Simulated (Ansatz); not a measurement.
Coupled-cluster diagnostics for Si5H2, Ansatz.

Geometry of the singlet (B3LYP-D4/def2-SVP):

```xyz
7

Si    0.3216    1.7208    0.6681
Si    1.0684   -1.1182    1.0579
Si    0.1944   -0.0940   -1.0572
Si   -1.0544   -0.1579    0.8700
Si    2.2567    0.5606   -0.2402
H    -0.2995   -0.4111   -2.4196
H    -2.4872   -0.5002    1.1211
```

Correlated methods freeze 25 core orbitals. The structure comes from a short search, and lower isomers may exist.

**Question.** Estimate the CCSD(T) correlation energy, the shares of MP2 and (T), T1 and the reference's ⟨S²⟩ for: charge 0, singlet, own geometry in def2-TZVPP; and the rough time on 4 threads of Arm Neoverse V2 on a shared host.

**Answer.** 
| state | basis | correlation (eV) | MP2 share (%) | (T) share (%) | T1 | ⟨S²⟩ (pure) | wall time | remarks |
| --- | --- | --- | --- | --- | --- | --- | --- | --- |
| charge 0, singlet, own geometry | def2-TZVPP | -17.988 | 89.2 | 7.7 | 0.024 | 0.00 (0.00) | 50 s | large T1 |
Customary marks for T1 are 0.02 (closed shells), 0.045 (open shells) and about 0.05 (3d metals). T1 exceeds 0.02 in 1 of 1 rows and 0.045 in 0; the higher it lies, the less the single-reference result can be trusted.
